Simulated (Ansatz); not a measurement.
Sc3N3. Total charge 0; singlet. Geometry PBE-D4/def2-SVP, basis def2-TZVP, Ansatz.

| atom | x (Å) | y (Å) | z (Å) |
| --- | --- | --- | --- |
| Sc1 | 0.713 | -1.022 | -1.617 |
| Sc2 | -1.835 | -0.339 | 0.826 |
| Sc3 | 0.621 | 0.992 | 0.371 |
| N4 | -0.627 | 0.551 | 1.835 |
| N5 | 1.918 | -0.131 | -0.605 |
| N6 | -0.790 | -0.051 | -0.810 |

```
run  HOMO (eV)  LUMO (eV)
  A      -4.42      -2.03
  B      -3.68      -1.99
  C      -3.90      -2.53
  D      -4.52      -1.74
  E      -3.66      -2.36
```

B3LYP takes the VWN-RPA correlation. The structure comes from a short search, and lower isomers may exist.

Question: The runs used B3LYP, LDA (SPW92), PBE, PBE0, r2SCAN. Estimate which is which.

Answer: A B3LYP (20 % exact exchange); B r2SCAN (0 % exact exchange); C LDA (SPW92) (0 % exact exchange); D PBE0 (25 % exact exchange); E PBE (0 % exact exchange). Exact exchange lowers occupied and raises empty levels; among semilocal functionals meta-GGAs tend to open the gap a little, and such runs are hard to tell apart. The gap grows from 1.29 eV (PBE) to 2.78 eV (PBE0).
